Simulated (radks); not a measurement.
Problem. Re4+, configuration [Xe] 4f14 5d3. Calculated with a radial shooting solver on a logarithmic mesh with Libxc functionals: Dirac Kohn-Sham, BLYP, spin-unpolarised, spherical densities, finite nucleus; open shells are shared between the two j in proportion to 2j + 1; Fermi nuclear charge, rms radius 5.3698 fm. Some entries of the table are withheld. Estimate them.

orbital,occ.,eigenvalue (eV),<r^2> (bohr^2)
1s1/2,2,-71584.38,(1)
2s1/2,2,(2),0.006819
2p1/2,2,-11909.11,0.004859
2p3/2,4,-10469.05,0.006056
3s1/2,2,-2914.148,0.04448
3p1/2,2,-2676.202,0.04075
3p3/2,4,-2363.485,0.04730
3d3/2,4,-1962.672,(3)
3d5/2,6,-1894.777,(4)
4s1/2,2,-643.1745,(5)
4p1/2,2,-543.7979,0.2256
4p3/2,4,-470.8005,0.2605
4d3/2,4,-307.3830,0.2822
4d5/2,6,-293.8954,0.2952
5s1/2,2,(6),1.188
5p1/2,2,-98.6673,1.417
4f5/2,6,-88.1326,0.4085
5p3/2,4,-87.2599,1.660
4f7/2,8,-85.6127,0.4211
5d3/2,1.2,-46.4722,(7)
5d5/2,1.8,-45.2420,(8)

Solution. 
(1) 1s1/2 <r^2> (bohr^2): 0.0004481
(2) 2s1/2 eigenvalue (eV): -12440.62
(3) 3d3/2 <r^2> (bohr^2): 0.03659
(4) 3d5/2 <r^2> (bohr^2): 0.03838
(5) 4s1/2 <r^2> (bohr^2): 0.2193
(6) 5s1/2 eigenvalue (eV): -129.0927
(7) 5d3/2 <r^2> (bohr^2): 2.878
(8) 5d5/2 <r^2> (bohr^2): 3.019
